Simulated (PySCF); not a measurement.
C3H5NOSi, SMILES C1[Si@H](N=CC=1)O.

Geometry: B3LYP-D3(BJ)/def2-SVP. The structure was generated by enumeration; whether it is a known compound was not checked. Other conformers were not sampled.

Computed with TDDFT-CAM-B3LYP/def2-SVPD run with PySCF.

Vertical excitations. Isolated molecule, no solvent.

| state | energy (eV) | λ (nm) | f | main pairs |
|---|---|---|---|---|
| S1 | 3.63 | 342 | 0.001 | HOMO→LUMO 94 % |
| S2 | 4.83 | 257 | 0.042 | HOMO−1→LUMO 95 % |
| S3 | 5.52 | 224 | 0.009 | HOMO−2→LUMO 92 % |
| S4 | 6.91 | 179 | 0.015 | HOMO−3→LUMO 54 %, HOMO→LUMO+3 18 % |
| S5 | 7.02 | 177 | 0.003 | HOMO→LUMO+3 39 %, HOMO−3→LUMO 30 %, HOMO→LUMO+1 8 %, HOMO→LUMO+4 6 % |
| S6 | 7.25 | 171 | 0.020 | HOMO→LUMO+1 63 %, HOMO→LUMO+2 13 %, HOMO→LUMO+4 10 % |
| S7 | 7.34 | 169 | 0.075 | HOMO−4→LUMO 69 %, HOMO−1→LUMO+3 12 % |
| S8 | 7.46 | 166 | 0.016 | HOMO−1→LUMO+1 56 %, HOMO−1→LUMO+2 34 % |
| S9 | 7.51 | 165 | 0.004 | HOMO→LUMO+2 66 %, HOMO→LUMO+1 13 % |
| S10 | 7.72 | 161 | 0.008 | HOMO−5→LUMO 57 %, HOMO−7→LUMO 15 % |
| T1 | 3.01 | 411 | 0 | HOMO−1→LUMO 66 %, HOMO→LUMO 26 % |
| T2 | 3.17 | 392 | 0 | HOMO→LUMO 66 %, HOMO−1→LUMO 26 % |
| T3 | 4.94 | 251 | 0 | HOMO−2→LUMO 72 % |
| T4 | 5.16 | 240 | 0 | HOMO−4→LUMO 37 %, HOMO−2→LUMO 18 %, HOMO−1→LUMO+3 9 %, HOMO−6→LUMO 7 % |
Triplets are in the Tamm–Dancoff approximation, which puts them higher than full response would, so one can lie above its singlet here.
